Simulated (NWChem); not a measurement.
System: C3H7NSi; SMILES C([SiH2]C#C)N

NWChem input:

```
start job
memory heap 200 mb stack 900 mb global 1100 mb
geometry units angstroms noautosym nocenter noautoz
  C     -0.875492     2.450923    -0.036576
  C     -0.115184     1.501809     0.025525
  Si     0.992702     0.032120     0.110955
  C      0.032643    -1.482063    -0.484576
  N     -1.161173    -1.668695     0.317582
  H     -1.539202     3.295936    -0.088946
  H      2.173738     0.276603    -0.772590
  H      1.451090    -0.133180     1.520461
  H      0.709311    -2.344885    -0.347402
  H     -0.125963    -1.392473    -1.582060
  H     -1.679312    -2.493711     0.022991
  H     -1.790388    -0.874789     0.213205
end
basis spherical
  * library def2-svp
end
dft
  xc b3lyp
  iterations 150
end
cosmo
  do_cosmo_smd true
  solvent propnol2
end
task dft energy
```

Output (shortened):

```
             Northwest Computational Chemistry Package (NWChem) 7.3.0
             --------------------------------------------------------

                             Geometry "geometry" -> ""
                             -------------------------

 Output coordinates in angstroms (scale by  1.889725989 to convert to a.u.)

  No.       Tag          Charge          X              Y              Z
 ---- ---------------- ---------- -------------- -------------- --------------
    1 C                    6.0000    -0.87549200     2.45092300    -0.03657600
    2 C                    6.0000    -0.11518400     1.50180900     0.02552500
    3 Si                  14.0000     0.99270200     0.03212000     0.11095500
    4 C                    6.0000     0.03264300    -1.48206300    -0.48457600
    5 N                    7.0000    -1.16117300    -1.66869500     0.31758200
    6 H                    1.0000    -1.53920200     3.29593600    -0.08894600
    7 H                    1.0000     2.17373800     0.27660300    -0.77259000
    8 H                    1.0000     1.45109000    -0.13318000     1.52046100
    9 H                    1.0000     0.70931100    -2.34488500    -0.34740200
   10 H                    1.0000    -0.12596300    -1.39247300    -1.58206000
   11 H                    1.0000    -1.67931200    -2.49371100     0.02299100
   12 H                    1.0000    -1.79038800    -0.87478900     0.21320500

 Effective nuclear repulsion energy (a.u.)     200.8596544141

                                 NWChem DFT Module
                                 -----------------

 Summary of "ao basis" -> "ao basis" (spherical)
 ------------------------------------------------------------------------------
       Tag                 Description            Shells   Functions and Types
 ---------------- ------------------------------  ------  ---------------------
 C                          def2-svp                 6       14   3s2p1d
 Si                         def2-svp                 8       18   4s3p1d
 N                          def2-svp                 6       14   3s2p1d
 H                          def2-svp                 3        5   2s1p

 in cosmo_initialize ...
 calling solv_data for solv:propnol2

 solvent parameters
 solvname_short: propnol2
 solvname_long:  2-propanol
 dielec:       19.2640
 dielecinf:     1.8978
 nonaqueous SMD model solvent descriptors
 dielec:       19.2640
 sola:          0.3300
 solb:          0.5600
 solc:          0.0000
 solg:         30.1300
 solh:          0.0000
 soln:          1.3776

          ---------------
          -cosmo- solvent
          ---------------
 Cosmo: York-Karplus, doi: 10.1021/jp992097l
 dielectric constant -eps-     =  19.26
 screen = (eps-1)/(eps    )    =   0.94809
 surface charge correction     = lagrangian

   van der Waals surface
 --------------------------

 ---------- ATOMIC COORDINATES (A.U.) ------------ VDWR(ANG.) --
     1   -1.65443999    4.63157289   -0.06911862     1.850
     2   -0.21766620    2.83800750    0.04823526     1.850
     3    1.87593477    0.06069800    0.20967455     2.470
     4    0.06168633   -2.80069297   -0.91571586     1.850
     5   -2.19429880   -3.15337631    0.60014296     1.890
     6   -2.90867002    6.22841592   -0.16808357     1.200
     7    4.10776919    0.52270388   -1.45998340     1.200
     8    2.74216248   -0.25167371    2.87325467     1.200
     9    1.34040343   -4.43119012   -0.65649459     1.200
    10   -0.23803555   -2.63139242   -2.98965990     1.200
    11   -3.17343953   -4.71243048    0.04344669     1.200
    12   -3.38334273   -1.65311151    0.40289903     1.200
 number of segments per atom =        128
 number of   points per atom =        128
 atom (   nspa,  nppa )
 ----------------------
    1 (     80,     0 )       0
    2 (     40,     0 )       0
    3 (     80,     0 )       0
    4 (     27,     0 )       0
    5 (     69,     0 )       0
    6 (     52,     0 )       0
    7 (     34,     0 )       0
    8 (     30,     0 )       0
    9 (     52,     0 )       0
   10 (     50,     0 )       0
   11 (     48,     0 )       0
   12 (     47,     0 )       0
 number of -cosmo- surface points =      609
 molecular surface =    133.882 angstrom**2
 molecular volume  =    119.401 angstrom**3
 -lineq- algorithm             =   0
 -bem- low  level              =   3
 -bem- from -octahedral-
 gaussian surface charge width =   4.50000
 degree of switching           =   1.00000
 switching function tolerance  =   0.00010
 atomic radii =
 --------------
    1  6.000  1.850
    2  6.000  1.850
    3 14.000  2.470
    4  6.000  1.850
    5  7.000  1.890
    6  1.000  1.200
    7  1.000  1.200
    8  1.000  1.200
    9  1.000  1.200
   10  1.000  1.200
   11  1.000  1.200
   12  1.000  1.200
 ...... end of -cosmo- initialization ......

 nat:                    12
 ixmem:                  7844
 calling mnsol_interface()
 G(SMD-CDS) energy (kcal/mol)  =     2.496
 SMD-CDS SASA (angstrom**2)    =   163.728

            General Information
            -------------------
          SCF calculation type: DFT
          Wavefunction type:  closed shell.
          No. of atoms     :    12
          No. of electrons :    46
           Alpha electrons :    23
            Beta electrons :    23
          Charge           :     0
          Spin multiplicity:     1
          Use of symmetry is: off; symmetry adaption is: off
          Maximum number of iterations: 150
          AO basis - number of functions:   109
                     number of shells:    53
          Convergence on energy requested:  1.00D-06
          Convergence on density requested:  1.00D-05
          Convergence on gradient requested:  5.00D-04

              XC Information
              --------------
                         B3LYP Method XC Potential
                     Hartree-Fock (Exact) Exchange  0.200
                        Slater Exchange Functional  0.800 local
                    Becke 1988 Exchange Functional  0.720 non-local
              Lee-Yang-Parr Correlation Functional  0.810
                  VWN I RPA Correlation Functional  0.190 local

             Grid Information
             ----------------
          Grid used for XC integration:  medium
          Radial quadrature: Mura-Knowles
          Angular quadrature: Lebedev.
          Tag              B.-S. Rad. Rad. Pts. Rad. Cut. Ang. Pts.
          ---              ---------- --------- --------- ---------
          C                   0.70       49          12.0       434
          Si                  1.10       88          11.0       590
          N                   0.65       49          12.0       434
          H                   0.35       45          14.0       434
          Grid pruning is: on
          Number of quadrature shells:   599
          Spatial weights used:  Erf1

      Superposition of Atomic Density Guess
      -------------------------------------

 Sum of atomic energies:        -459.35211057

      Non-variational initial energy
      ------------------------------

 Total energy =    -461.944788
 1-e energy   =   -1027.339527
 2-e energy   =     364.535085
 HOMO         =      -0.299205
 LUMO         =       0.013863

   convergence    iter        energy       DeltaE   RMS-Dens  Diis-err
 ---------------- ----- ----------------- --------- --------- ---------
     COSMO gas phase
 d= 0,ls=0.0,diis     1   -462.4481806818 -6.63D+02  8.68D-03  4.50D-01
 d= 0,ls=0.0,diis     2   -462.4848276095 -3.66D-02  4.28D-03  1.70D-01
 d= 0,ls=0.0,diis     3   -462.4932330604 -8.41D-03  2.00D-03  1.01D-01
 d= 0,ls=0.0,diis     4   -462.5031310164 -9.90D-03  7.95D-04  1.70D-02
 d= 0,ls=0.0,diis     5   -462.5053343102 -2.20D-03  1.72D-04  6.10D-04
  Resetting Diis
 d= 0,ls=0.0,diis     6   -462.5054057669 -7.15D-05  3.99D-05  2.08D-05
 d= 0,ls=0.0,diis     7   -462.5054085536 -2.79D-06  1.69D-05  1.16D-06
 d= 0,ls=0.0,diis     8   -462.5054085028  5.07D-08  9.16D-06  1.53D-06

   convergence    iter        energy       DeltaE   RMS-Dens  Diis-err
 ---------------- ----- ----------------- --------- --------- ---------
     COSMO solvation phase
 d= 0,ls=0.0,diis     1   -462.5100423701 -4.63D-03  2.00D-03  3.79D-03
 d= 0,ls=0.0,diis     2   -462.5109321662 -8.90D-04  4.18D-04  1.64D-03
 d= 0,ls=0.0,diis     3   -462.5110094189 -7.73D-05  2.09D-04  1.14D-03
 d= 0,ls=0.0,diis     4   -462.5111438347 -1.34D-04  6.99D-05  1.06D-04
 d= 0,ls=0.0,diis     5   -462.5111568048 -1.30D-05  2.23D-05  7.29D-06
 d= 0,ls=0.0,diis     6   -462.5111576350 -8.30D-07  5.20D-06  3.25D-07

         Total DFT energy =     -462.511157634952
      One electron energy =    -1032.570921381363
           Coulomb energy =      415.594105877399
    Exchange-Corr. energy =      -46.660401635647
 Nuclear repulsion energy =      200.859654414071

             COSMO energy =        0.266405090589

 Numeric. integr. density =       45.999987602228

                                COSMO-SMD solvation results
                                ---------------------------

             internal energy in gas <Psi(g)|H|Psi(g)> =      -462.505408502833
         internal energy in solvent <Psi(s)|H|Psi(s)> =      -462.504080543744
                               delta internal energy  =         0.001327959088 (    0.83 kcal/mol)
   total free energy in solvent <Psi(s)|H+V/2|Psi(s)> =      -462.515135799279
 polarization energy contribution <Psi(s)|V/2|Psi(s)> =        -0.011055255534 (   -6.94 kcal/mol)
    total free energy in solvent including G(SMD-CDS) =      -462.511157634952
                       G(SMD-CDS) energy contribution =         0.003978164327 (    2.50 kcal/mol)
     1 M fixed-concentration free energy of solvation =        -0.005749132119 (   -3.61 kcal/mol)

                       DFT Final Molecular Orbital Analysis
                       ------------------------------------

 Vector   21  Occ=2.000000D+00  E=-2.945034D-01
              MO Center= -1.8D-01,  1.7D+00,  2.9D-02, r^2= 2.6D+00
   Bfn.  Coefficient  Atom+Function         Bfn.  Coefficient  Atom+Function
  ----- ------------  ---------------      ----- ------------  ---------------
     6      0.363731   1 C  pz               20      0.346696   2 C  pz
     9      0.220575   1 C  pz               23      0.208951   2 C  pz
    80      0.152232   7 H  s                 4     -0.145235   1 C  px
    18     -0.139215   2 C  px               85     -0.139618   8 H  s
    81      0.122660   7 H  s                86     -0.108931   8 H  s

 Vector   22  Occ=2.000000D+00  E=-2.928098D-01
              MO Center= -3.2D-01,  1.1D+00, -3.2D-02, r^2= 3.8D+00
   Bfn.  Coefficient  Atom+Function         Bfn.  Coefficient  Atom+Function
  ----- ------------  ---------------      ----- ------------  ---------------
     4      0.262010   1 C  px               18      0.232749   2 C  px
    19      0.212983   2 C  py               51      0.213033   4 C  py
     5      0.211201   1 C  py                6      0.164208   1 C  pz
     7      0.154514   1 C  px               20      0.153164   2 C  pz
    22      0.143749   2 C  py                8      0.133395   1 C  py

 Vector   23  Occ=2.000000D+00  E=-2.377482D-01
              MO Center= -8.3D-01, -1.5D+00,  2.1D-01, r^2= 1.9D+00
   Bfn.  Coefficient  Atom+Function         Bfn.  Coefficient  Atom+Function
  ----- ------------  ---------------      ----- ------------  ---------------
    66      0.486805   5 N  pz               69     -0.398514   5 N  pz
    63     -0.292844   5 N  s                95     -0.219935  10 H  s
    32     -0.170485   3 Si s                52      0.170346   4 C  pz
    49      0.163920   4 C  s                96     -0.162013  10 H  s
    64      0.159827   5 N  px               62     -0.144557   5 N  s

 Vector   24  Occ=0.000000D+00  E=-6.039346D-03
              MO Center= -4.3D-02,  1.3D+00,  7.7D-03, r^2= 4.3D+00
   Bfn.  Coefficient  Atom+Function         Bfn.  Coefficient  Atom+Function
  ----- ------------  ---------------      ----- ------------  ---------------
    49      0.693300   4 C  s                40      0.477443   3 Si py
     7     -0.422528   1 C  px               39      0.401666   3 Si px
    81     -0.347395   7 H  s                 8     -0.311999   1 C  py
    22      0.305101   2 C  py                4     -0.290946   1 C  px
    21      0.280493   2 C  px                5     -0.238843   1 C  py

 Vector   25  Occ=0.000000D+00  E=-1.621421D-03
              MO Center= -1.1D-01,  1.5D+00,  3.2D-02, r^2= 3.6D+00
   Bfn.  Coefficient  Atom+Function         Bfn.  Coefficient  Atom+Function
  ----- ------------  ---------------      ----- ------------  ---------------
     9      0.560362   1 C  pz               41     -0.560582   3 Si pz
    86      0.496404   8 H  s                23     -0.458111   2 C  pz
    81     -0.403924   7 H  s                 6      0.387269   1 C  pz
    20     -0.309830   2 C  pz               85      0.130584   8 H  s
    49     -0.125530   4 C  s                38     -0.118293   3 Si pz

 Vector   26  Occ=0.000000D+00  E= 5.600302D-02
              MO Center=  4.9D-01, -5.7D-01,  8.5D-02, r^2= 6.0D+00
   Bfn.  Coefficient  Atom+Function         Bfn.  Coefficient  Atom+Function
  ----- ------------  ---------------      ----- ------------  ---------------
    40      1.052871   3 Si py               39     -0.898997   3 Si px
    17     -0.893328   2 C  s                63     -0.781983   5 N  s
   101      0.544937  11 H  s                22      0.481668   2 C  py
    81      0.474274   7 H  s               106      0.357343  12 H  s
    86      0.336497   8 H  s                21     -0.255511   2 C  px

     Multipole analysis of the density
     ---------------------------------

     L   x y z        total         alpha         beta         nuclear
     -   - - -        -----         -----         ----         -------
     0   0 0 0     -0.000000    -23.000000    -23.000000     46.000000

     1   1 0 0     -0.573799      0.449439      0.449439     -1.472677
     1   0 1 0     -0.183974     -0.022379     -0.022379     -0.139216
     1   0 0 1     -0.641609     -0.101919     -0.101919     -0.437772

     2   2 0 0    -25.996083    -90.961668    -90.961668    155.927254
     2   1 1 0     -2.209665     -0.048003     -0.048003     -2.113659
     2   1 0 1      1.062309      1.894224      1.894224     -2.726140
     2   0 2 0    -24.141075   -204.263057   -204.263057    384.385039
     2   0 1 1      1.864001     -3.363672     -3.363672      8.591346
     2   0 0 2    -31.188062    -29.673625    -29.673625     28.159189
```

Level: B3LYP/def2-SVP, SMD on the gas-phase geometry. All runs use the structure optimised with PBE0/def2-SVP. Not confirmed as a minimum by frequencies. Solvent: 2-propanol.
